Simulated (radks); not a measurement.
Values are calculated unless marked as measured or tabulated.
The holmium ion Ho56+, 11 electrons, occupied as [Ne] 3s1 (the NIST ground configuration).

Level of theory: Dirac Kohn-Sham, LB94 model potential, spin-unpolarised, spherical densities, finite nucleus; Fermi nuclear charge, rms radius 5.2022 fm (a radial shooting solver on a logarithmic mesh with Libxc functionals).

Energy parts (eV):
kinetic: 279117.37
electron-nucleus: -544568.37
Hartree: 21192.82
(The LB94 potential has no energy functional, so no total or exchange-correlation energy is given.)

Orbitals (lengths in bohr, moments of r in powers of bohr; r(90%) holds 90 % of the orbital's charge):
orbital  occ.  eigenvalue (eV)  <1/r>  r(90%)       <r^4>
1s1/2       2        -60151.17  76.15  0.0375   9.158e-07
2s1/2       2        -13583.23  18.56   0.134   0.0001321
2p1/2       2        -13203.76  18.52   0.118  0.00007997
2p3/2       4        -12310.22  16.15   0.127   0.0001067
3s1/2       1        -5630.574  7.634   0.300    0.003429

The highest occupied level is 3s1/2 at -5630.6 eV. Summed over all electrons, <r^2> = 0.1096 bohr^2, which gives a Langevin (diamagnetic) susceptibility term of -0.0868 x 10^-6 cm^3/mol. The density falls to 0.001 e/bohr^3 at r = 0.55 bohr. The electron density at the nucleus is 7.951e+05 e/bohr^3.
